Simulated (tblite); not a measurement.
C9H12N (charge +1).
Structure used (GFN2-xTB), in Å, numbered top down from 1:
```
atom  x, y, z in Å
C1     4.7555    0.6615   -0.7615
C2     4.0777    0.0620    0.0322
C3     3.3037   -0.6358    0.9663
C4     1.9844   -0.6715    0.9312
C5     0.7306   -0.6943    0.9138
C6    -0.5815   -0.7302    0.9177
N7    -1.4086   -0.0119   -0.0650
C8    -0.6085    0.3701   -1.2415
C9    -1.9470    1.2019    0.5824
C10   -2.5183   -0.8867   -0.4870
H11    5.3612    1.1790   -1.4458
H12    3.8381   -1.1636    1.7477
H13   -1.1472   -1.2525    1.6725
H14   -1.2329    0.8929   -1.9635
H15   -0.1887   -0.5191   -1.7095
H16    0.2107    1.0208   -0.9395
H17   -2.5258    0.9304    1.4640
H18   -1.1261    1.8474    0.8917
H19   -2.5886    1.7467   -0.1088
H20   -3.1453   -0.3722   -1.2136
H21   -2.1227   -1.7946   -0.9404
H22   -3.1312   -1.1609    0.3703
```

Structure optimised with GFN2-xTB, isolated species.

Take the most abundant isotopes and a rigid rotor. 

**Question.** What are A, B and C (MHz)?

**Answer.** Ia = 165.27, Ib = 899.95, Ic = 962.28 u·Å²; 505379 MHz·u·Å²/I gives A = 3058, B = 561.6, C = 525.2 MHz.

**Question.** What kind of rotor is it?

**Answer.** A near-prolate asymmetric top: κ = (2 × 561.6 − 3058 − 525.2)/(3058 − 525.2) = -0.97.

**Question.** What does the inertial defect say?

**Answer.** Not planar: Δ = Ic − Ia − Ib = -102.93 u·Å². For a rigid frame Δ = −2 Σ m c², so Σ m c² = 51.47 u·Å² lies off the ab plane: 16.47 from hydrogen and 35.00 from heavier atoms. The atom farthest from that plane is 2.06 Å away.

**Question.** List the rotational levels J(Ka,Kc) to J = 4 (K).

**Answer.** Above 0(0,0), as E/k:
J = 1: 1(0,1) 0.052, 1(1,1) 0.172, 1(1,0) 0.174
J = 2: 2(0,2) 0.156, 2(1,2) 0.275, 2(1,1) 0.280, 2(2,1) 0.639, 2(2,0) 0.639
J = 3: 3(0,3) 0.313, 3(1,3) 0.428, 3(1,2) 0.439, 3(2,2) 0.796, 3(2,1) 0.796, 3(3,1) 1.399, 3(3,0) 1.399
J = 4: 4(0,4) 0.521, 4(1,4) 0.633, 4(1,3) 0.651, 4(2,3) 1.004, 4(2,2) 1.005, 4(3,2) 1.608, 4(3,1) 1.608, 4(4,1) 2.452, 4(4,0) 2.452

**Question.** Estimate the classical rotational partition function at 25 K, 100 K and 200 K.

**Answer.** Point group C1, symmetry number σ = 1; q = (√π/σ)·√((kT/h)³/(ABC)), k/h = 20836.6 MHz/K: 22200 at 25 K, 178000 at 100 K, 502000 at 200 K.

Its GFN2-xTB frequencies are all real (lowest 18 cm⁻¹). Zero-point vibration and centrifugal distortion are left out.

On Arm Neoverse V2, one thread, shared host, this took 0.84 s. These figures are those of the optimisation.

These are computed values.
